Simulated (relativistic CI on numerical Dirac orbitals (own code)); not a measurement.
**Pd⁴⁺: resonant inelastic scattering at the M2,3 edge**

Computed with this model: Dirac-Coulomb-Breit CI, orbitals from a KLI potential per configuration, a model potential for QED, valence Slater integrals scaled by 0.8, Kramers-Heisenberg scattering through one core-hole configuration in a parametric crystal field; configurations [Kr] 4d6 → [Ne] 3s2 3p5 3d10 4s2 4p6 4d7; 80 K; core-hole width 2 eV; summed over polarisations. Incident energies are the highest absorption maxima for each field (at most a few, so the weaker spin-orbit partner edge can be absent), on the computed scale of the free ion. Intensities are in per cent of the strongest line above 0.02 eV; levels within 1 cm⁻¹ are merged; final levels count from the ground level, the first row holds all elastic scattering, lines under 0.4 are left out and each table stops after 24 rows. The scale of the Slater integrals is a model choice and moves the terms in proportion.

Field parameters in Wybourne normalisation: D3d B²₀ = −7Dσ, B⁴₀ = −14Dq − 21Dτ, B⁴₃ = −14√(10/7) Dq; D4h B²₀ = −7Ds, B⁴₀ = 21(Dq − Dt), B⁴₄ = 21√(5/14) Dq. The field is a parameter set, without covalency.

S is read from ⟨S²⟩ = S(S + 1).

D4h, 10Dq = 12850, Ds = 2190, Dt = -590 cm⁻¹:

| Final level (eV) | Degeneracy | Irrep | S | 539.9 eV |
| --- | --- | --- | --- | --- |
| 0.000 | 1 | A1 | 0.83 | 608.0 |
| 0.163 | 1 | B1 | 1.84 | 6.0 |
| 0.181 | 2 | E | 1.88 | 14.4 |
| 0.220 | 1 | B2 | 1.95 | 11.2 |
| 0.226 | 2 | E | 1.90 | 9.3 |
| 0.329 | 1 | A1 | 1.60 | 9.8 |
| 0.341 | 2 | E | 1.84 | 3.1 |
| 0.374 | 1 | A2 | 1.97 | 1.1 |
| 0.721 | 2 | E | 1.17 | 34.5 |
| 0.738 | 1 | B1 | 1.20 | 5.5 |
| 0.819 | 1 | A1 | 1.15 | 5.7 |
| 0.891 | 2 | E | 1.31 | 4.1 |
| 1.090 | 1 | B2 | 1.16 | 9.2 |
| 1.188 | 1 | B1 | 1.03 | 0.8 |
| 1.204 | 1 | A2 | 1.48 | 7.0 |
| 1.236 | 2 | E | 1.30 | 2.3 |
| 1.315 | 1 | A1 | 1.57 | 6.9 |
| 1.472 | 1 | A2 | 0.58 | 59.8 |
| 1.571 | 1 | B2 | 1.89 | 0.5 |
| 1.576 | 2 | E | 1.76 | 22.0 |
| 1.627 | 1 | A1 | 1.38 | 7.6 |
| 1.649 | 1 | A2 | 1.45 | 4.2 |
| 1.996 | 2 | E | 0.81 | 100.0 |
| 2.030 | 1 | B2 | 0.76 | 20.9 |

D3d, 10Dq = 27100, Dσ = 1020, Dτ = 460 cm⁻¹:

```tsv
Final level (eV)	Degeneracy	Irrep	S	540.8 eV	569 eV
0.000	1	A1	0.08	440.4	37.7
2.143	2	E	1.06	6.2	2.5
2.160	1	A1	1.06	6.6	3.2
2.251	2	E	1.08	9.9	1.5
2.368	2	E	1.07	18.2	4.4
2.508	1	A2	1.04	3.9	0.2
2.536	1	A1	1.09	20.1	14.3
2.771	1	A2	0.89	51.2	0.6
2.890	2	E	1.04	34.2	10.8
3.097	2	E	1.84	8.5	1.9
3.104	2	E	1.90	1.1	0.6
3.106	1	A1	1.90	1.7	1.2
3.184	1	A2	0.43	29.7	12.9
3.279	2	E	0.87	100.0	6.4
3.424	2	E	1.16	18.4	9.0
3.430	1	A1	1.18	12.3	6.4
3.473	1	A2	1.09	0.2	2.5
3.536	2	E	0.75	24.3	28.0
3.869	1	A1	1.93	0.6	0.3
3.922	2	E	1.91	0.3	0.8
3.972	2	E	1.91	0.6	0.4
4.016	1	A1	1.91	0.5	0.3
4.493	1	A1	0.08	26.2	2.8
4.915	2	E	0.11	58.5	5.9
```

For the first field the strongest loss at the lowest incident energy is the level at 2.00 eV (S = 0.81, against 0.83 in the thermal ground state). Levels of other spin, the first over 8 % at 0.18 eV, appear because spin-orbit coupling of the core hole, and in heavier ions of the valence shell too, mixes spins.
